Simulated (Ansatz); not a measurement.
`CO[SiH2]S` + H₂ → `CO[SiH3]` + H₂S at 298.15 K and 1 bar (hydrogenolysis of the Si–S bond).

Calculated with Ansatz (gas phase, PBE0-D4/def2-TZVP geometries, no zero-point term in ΔE). CCSD(T)/CBS adds triple-zeta CCSD(T) − MP2 to the extrapolated MP2 energy (def2 sets, frozen cores). This one scheme is used for every species. One conformer a species, not always the lowest.

| species | CCSD(T)/CBS energy (Eh) | H − E (kJ/mol) | S (J/(mol·K)) |
| --- | --- | --- | --- |
| `CO[SiH2]S` | -803.74459 | 202.2 | 346.2 |
| H₂ | -1.17544 | 35.1 | 130.4 |
| `CO[SiH3]` | -405.93001 | 192.4 | 298.5 |
| H₂S | -398.97279 | 49.9 | 205.7 |

H − E and S are ideal-gas, rigid-rotor, harmonic terms from PBE0-D4/def2-TZVP, for one conformer and one mirror image of each species. The MP2-based limit puts H₂ 0.8 mEh under its directly extrapolated value; such offsets cancel only in part. 1 Eh = 2625.50 kJ/mol, R = 8.31446 J/(mol·K).

Question: By hand: ΔE, ΔH, ΔS and ΔG.

Answer: ΔE = (-405.93001) + (-398.97279) − (-803.74459) − (-1.17544) = 0.01723 Eh = 45.2 kJ/mol. Δ(H − E) = 192.4 + 49.9 − 202.2 − 35.1 = 5.0, so ΔH = 50.2 kJ/mol. ΔS = 298.5 + 205.7 − 346.2 − 130.4 = 27.6 J/(mol·K). ΔG = 50.2 − 298.15 × (27.6)/1000 = 42.0 kJ/mol.

Question: By hand: the equilibrium constant, and the temperature at which ΔG would vanish if ΔH and ΔS stayed fixed.

Answer: log₁₀ K = −ΔG/(RT ln 10) = -7.4. ΔG = 0 at ΔH/ΔS = 1819 K.

ΔH outweighs TΔS. A doubt of 5 kJ/mol in ΔE shifts log₁₀ K by 0.9 here. Other conformers and mirror images would add mixing entropy, several J/(mol·K) or more a flexible species. Modes under 60 cm⁻¹, often nearly free rotors, make the harmonic entropy too high. These are equilibria of isolated gas molecules and say nothing of rates. Largest T1 diagnostic: 0.011 (customary marks: 0.02 for closed shells, 0.045 for open ones).
